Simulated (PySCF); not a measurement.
**Mg⁺ (magnesium, charge +1) across methods**

[Ne] 3d1, 2D determinant (an excited configuration). Computed with PySCF 2.14 in dyall-av3z, with the spin-free X2C one-electron Hamiltonian (Gaussian nucleus).

```tsv
method	E (hartree)	mean ε 2p α (eV)	mean ε 2p β (eV)	mean ε 3d α (eV)	Σ⟨r²⟩ (bohr²)	⟨S²⟩
LC-wPBE	-199.7013	-65.542	-65.525	-6.294	26.11	0.750
PBE	-199.6714	-59.683	-59.663	-4.785	25.96	0.750
LDA	-198.8345	-59.843	-59.824	-4.540	26.09	0.750
UHF	-199.35271	-74.938	-74.932	-5.878	26.86	0.750
PBE0	-199.6852	-63.795	-63.778	-5.122	26.19	0.750
r2SCAN	-199.7664	-61.090	-61.082	-4.640	26.38	0.750
M06-2X	-199.7697	-67.728	-67.727	-5.321	26.17	0.750
BHandHLYP	-199.7855	-67.828	-67.817	-5.346	26.04	0.750
```

The outer electron is Rydberg-like, and this basis confines it to a smaller radius and binds it less than a complete one would.
